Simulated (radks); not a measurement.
Results of a calculation; reference values are marked as such.
Task: The mean radii <r> (bohr) of the occupied orbitals of an atom or ion are listed with their occupations. Level of theory: scalar-relativistic Kohn-Sham, SCAN, spin-polarised, spherical densities, finite nucleus; meta-GGA in the generalised Kohn-Sham scheme; Fermi nuclear charge, rms radius of each element as measured or else 0.836 A^(1/3) + 0.57 fm (a radial shooting solver on a logarithmic mesh with Libxc functionals).

| orbital | occ. | <r> |
|---|---|---|
| 1s up | 1 | 0.05411 |
| 1s down | 1 | 0.05411 |
| 2s up | 1 | 0.2433 |
| 2s down | 1 | 0.2433 |
| 2p up | 3 | 0.2141 |
| 2p down | 3 | 0.2141 |
| 3s up | 1 | 0.6595 |
| 3s down | 1 | 0.6612 |
| 3p up | 3 | 0.6611 |
| 3p down | 2 | 0.6628 |

Name the element and its charge. Open shells, if any, are filled with parallel spins first.

Result: Z = 28, nickel, charge +11: Ni11+ in [Ne] 3s2 3p5. The 1s radius gives Z: for a bare nucleus <r> = (2 gamma + 1)/(2Z) with gamma = sqrt(1 - (Z/c)^2), 0.05282 bohr for Z = 28, and screening makes it slightly larger (0.05411 here). The occupations add up to 17, and the charge is Z minus that.
